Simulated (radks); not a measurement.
Trend from Zr2+ to Cd2+: ionisation energy by Delta-SCF between NIST ground configurations, and size. Calculated with a radial shooting solver on a logarithmic mesh with Libxc functionals: scalar-relativistic Kohn-Sham, BLYP, spin-unpolarised, spherical densities, finite nucleus; Fermi nuclear charge, rms radius of each element as measured or else 0.836 A^(1/3) + 0.57 fm.

\begin{tabular}{lrrrrrrrr}
species & configuration & configuration of the ion & IE (eV) & NIST (eV) & kind & -e(HOMO) (eV) & outermost & <r> outermost (bohr) \\ \hline
Zr2+ & [Kr] 4d2 & [Kr] 4d1 & 22.563 & 23.170 & semi-emp. & 17.250 (4d) & 4d & 2.03 \\
Nb2+ & [Kr] 4d3 & [Kr] 4d2 & 24.646 & 25.040 & semi-emp. & 19.036 (4d) & 4d & 1.87 \\
Mo2+ & [Kr] 4d4 & [Kr] 4d3 & 26.655 & 27.1 & semi-emp. & 20.753 (4d) & 4d & 1.74 \\
Tc2+ & [Kr] 4d5 & [Kr] 4d4 & 28.609 & 29.550 & semi-emp. & 22.420 (4d) & 4d & 1.63 \\
Ru2+ & [Kr] 4d6 & [Kr] 4d5 & 30.521 & 28.470 & semi-emp. & 24.051 (4d) & 4d & 1.53 \\
Rh2+ & [Kr] 4d7 & [Kr] 4d6 & 32.399 & 31.060 & semi-emp. & 25.653 (4d) & 4d & 1.45 \\
Pd2+ & [Kr] 4d8 & [Kr] 4d7 & 34.251 & 32.930 & semi-emp. & 27.234 (4d) & 4d & 1.38 \\
Ag2+ & [Kr] 4d9 & [Kr] 4d8 & 36.083 & 34.8 & semi-emp. & 28.798 (4d) & 4d & 1.31 \\
Cd2+ & [Kr] 4d10 & [Kr] 4d9 & 37.897 & 37.47 & exp. & 30.350 (4d) & 4d & 1.26 \\
\end{tabular}

Reference values: NIST Atomic Spectra Database (exp. = measured, semi-emp. = semi-empirical, theory = theoretical value adopted there). Spin polarisation and multiplet splitting are left out, so open shells lie too high by an amount that depends on their filling.

Beside tabulated values, note that spin-unpolarised runs miss the spin-polarisation part of the exchange energy of open shells.
